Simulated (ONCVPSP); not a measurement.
**Before and after: ONCV potential for Al**

ONCVPSP 4.0.1 input, shortened (lines: element, Z, core and valence counts, functional; n l f; lmax; l rc ep ncon nbas qcut; lloc lpopt rc5 dvloc0; l nproj debl; icmod fcfact rcfact), PW91, scalar-relativistic:

```
  Al 13.00    3    2  -109134      upf
    1    0    2.00
    2    0    2.00
    2    1    6.00
    3    0    2.00
    3    1    1.00
    1
    0    2.25    0.00    4    8    3.60
    1    2.90    0.00    3    8    2.70
    4    5    2.20    0.00
    0    2    2.00
    1    2    1.10
    2    0.15    0.95
```

All-electron outer shells of the reference configuration (PW91, scalar-relativistic, ld1.x):

| shell | level (eV) | outermost node (bohr) | outermost maximum (bohr) |
| --- | --- | --- | --- |
| 2s | -108.23 | 0.16 | 0.50 |
| 2p | -69.80 | – | 0.43 |
| 3s | -7.79 | 0.80 | 2.09 |
| 3p | -2.74 | 0.82 | 2.64 |

Change: p: qcut 1.7.

Cutoffs: the cutoffs (Ha) at which the residual kinetic energy of the hardest occupied pseudo-wave falls to 1 and 0.1 mHa per electron; they do not see the model core or the augmentation charge, which bear on the density cutoff. Errors are all-electron minus pseudo energies relative to the spin-unpolarised reference configuration.

Q: How do hardness, ghosts and transferability respond?

A: The potential gets harder (5.0 Ha and 7.6 Ha → 5.0 Ha and 16 Ha); of the 4 tests that both files solve, the error grows in 3 and shrinks in 0 by more than 15 % and 0.3 meV (median size 0.5 → 13.8 meV); neither file shows a bound ghost.

| quantity | base | changed |
| --- | --- | --- |
| cutoff, loose | 5.0 Ha | 5.0 Ha |
| cutoff, tight | 7.6 Ha | 16 Ha |
| loose cutoff by channel | s 5.0 Ha, p 2.1 Ha | s 5.0 Ha, p 2.3 Ha |
| bound ghosts | none | none |
| GHOST(+) flags under 300 eV | s at 140.3 eV | s at 140.3 eV |
| error for 3s2 3p0, meV [ΔE 5.80 eV] | -0.8 | +3.7 |
| error for 3s1 3p0, meV [ΔE 25.08 eV] | +11 | +31 |
| error for 3s2 3p0.5, meV [ΔE 2.10 eV] | -0.2 | +0.1 |
| error for 3s0 3p3, meV [ΔE 10.47 eV] | -0.2 | -24 |
| s: phases at 2.28 bohr within 0.05 rad from the reference energy up to (Ha; the scan ends near 5) | 2.6 | 2.6 |
| p: phases at 2.95 bohr within 0.05 rad from the reference energy up to (Ha; the scan ends near 5) | 3.5 | 4.0 |
| rms error of d²Exc/dni dnj with the model core, mHa | 0.44 | 0.47 |
